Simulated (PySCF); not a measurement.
**A small calculation by hand: chemical shift, span and skew from a shielding tensor**

CH₇FOSi₂, SMILES O([Si@H](F)C)[SiH3]. Atoms are numbered in the order given.

```xyz
12

C      1.8497     1.2329    -0.1706
Si     0.9919    -0.4146    -0.0946
F      0.9846    -0.9108     1.4576
O     -0.5731    -0.2902    -0.5961
Si    -2.0956     0.3010    -0.2826
H      1.8656     1.6170    -1.2034
H      1.3287     1.9699     0.4618
H      2.8903     1.1534     0.1827
H      1.6509    -1.4708    -0.8959
H     -2.8495    -0.6501     0.5799
H     -2.8059     0.4715    -1.5784
H     -2.0034     1.6214     0.4074
```
Charge 0, spin multiplicity 1.

Geometry optimised at B3LYP-D3(BJ)/def2-SVP. The structure was generated by enumeration; whether it is a known compound was not checked. Other conformers were not sampled.

GIAO shieldings from PBE0/pcSseg-1 run with PySCF, non-relativistic, no solvent. The symmetric part of the tensor of C1 has the principal values 176.3, 184.3, 193.0 ppm. The same nucleus in TMS has σ = 186.3 ppm at this level (PySCF, at its B3LYP-D3(BJ)/def2-TZVP geometry).

Problem. Work out the isotropic shielding, the ¹³C shift against TMS, the span and the skew.

Solution. 
σ(iso) = (σ11 + σ22 + σ33)/3 = 184.5 ppm. δ = σ(ref) − σ(iso) = 186.3 − (184.5) = 1.8 ppm.
Span Ω = σ33 − σ11 = 16.7 ppm. Skew κ = 3(σ(iso) − σ22)/Ω = 0.04. Tumbling in solution averages the tensor to δ; in a static solid the shielding alone would spread this spin-1/2 line over Ω.
